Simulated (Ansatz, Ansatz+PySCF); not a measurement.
```xyz
5

C     0.1755    0.4459    0.3350
C    -0.0979   -0.6162   -0.4182
H    -0.9875   -1.0080   -0.8895
H     1.1791    0.6355    0.7014
H    -0.5937    1.1646    0.6110
```

Basis set: def2-SVP (spherical functions). Left uncorrelated: 2 orbitals. Charge 0, multiplicity 2.

Computed with Ansatz (development build ahead of 0.2.0); each method stands on the lowest determinant of its kind that the runs found.

Task: Give the atomization energy at this shape (free ground-state atoms in the same class of orbitals less the molecule, no zero-point energy) of doublet C₂H₃ by UHF-MP2, UHF.

Result:

```json
{"method": "UHF-MP2", "atomization energy": "1768.3 kJ/mol"}
{"method": "UHF", "atomization energy": "1436.2 kJ/mol"}
```

Caution: the unrestricted determinant is spin contaminated.
